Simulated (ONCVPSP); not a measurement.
# Which change was made? (Er, ONCV)

erbium, optimised norm-conserving Vanderbilt (ONCV), made with ONCVPSP 4.0.1 (LDA (Perdew-Zunger), scalar-relativistic). Core [Kr] 4d10, reference 4f12 5s2 5p6 6s2. Waves: 5s+6s: rc 2.25 bohr, ncon 4, nbas 8, qcut 4.3 1/bohr, 2 projectors; 5p: rc 1.50 bohr, ncon 4, nbas 6, qcut 4.4 1/bohr, 3 projectors, debl 2.2 Ha; d scattering state at 0.07 Ha: rc 2.20 bohr, ncon 3, nbas 6, qcut 4.1 1/bohr, 2 projectors, debl 0.3 Ha; 4f: rc 1.10 bohr, ncon 4, nbas 7, qcut 18.3 1/bohr, 3 projectors, debl 2.4 Ha. Local part: polynomial inside 0.75 bohr (lpopt 3, dvloc0 -1 Ha). Core correction: none.

In the d channel the program set the typed energies aside and used 0.050, 0.350 Ha.

Cutoffs, loose and tight: the cutoffs (Ha) at which the residual kinetic energy of the hardest occupied pseudo-wave falls to 1 and 0.1 mHa per electron. They do not see the model core or the augmentation charge, which bear on the density cutoff. Test errors are all-electron minus pseudo excitation energies from the reference, over the configurations 4f12 5s2 5p6 6s1; 4f12 5s2 5p6 6s0; 4f11 5s2 5p6 6s0; 4f12 5s2 5p6 6s1.5; variants that change the core or the reference have their own tests.

The base gives: outcome: generated, projector energies reset by the program; cutoff, loose: 123 Ha; cutoff, tight: 137 Ha; bound ghosts: s, d; GHOST(+) flags above zero: p; largest test error (meV): tests left out (the all-electron energies of this program are off by 10 to 40 meV for near-neutral 4f atoms).

(1) After one change the result is: outcome: generated, projector energies reset by the program; cutoff, loose: 149 Ha; cutoff, tight: 213 Ha; bound ghosts: s; GHOST(+) flags above zero: p, d, f; largest test error (meV): tests left out (the all-electron energies of this program are off by 10 to 40 meV for near-neutral 4f atoms). Which change was it?
A. p: ncon 5, nbas 7
B. s: qcut 3; p: qcut 3.1; d: qcut 2.9; f: qcut 12.9
C. all radii scaled by about 0.85 (s 1.92, p 1.28, d 1.88, f 0.94 bohr); local potential polynomial inside 0.64 bohr (lpopt 3, dvloc0 -1 Ha)

Results:

(1) B. The others give: all radii scaled by about 0.85 (s 1.92, p 1.28, d 1.88, f 0.94 bohr); local potential polynomial inside 0.64 bohr (lpopt 3, dvloc0 -1 Ha) → outcome: generated, projector energies reset by the program; cutoff, loose: 143 Ha; cutoff, tight: 160 Ha; bound ghosts: s, p; GHOST(+) flags above zero: p, d; largest test error (meV): tests left out (the all-electron energies of this program are off by 10 to 40 meV for near-neutral 4f atoms) | p: ncon 5, nbas 7 → outcome: generated, projector energies reset by the program; cutoff, loose: 123 Ha; cutoff, tight: 137 Ha; bound ghosts: s, p, d; GHOST(+) flags above zero: p; largest test error (meV): tests left out (the all-electron energies of this program are off by 10 to 40 meV for near-neutral 4f atoms).
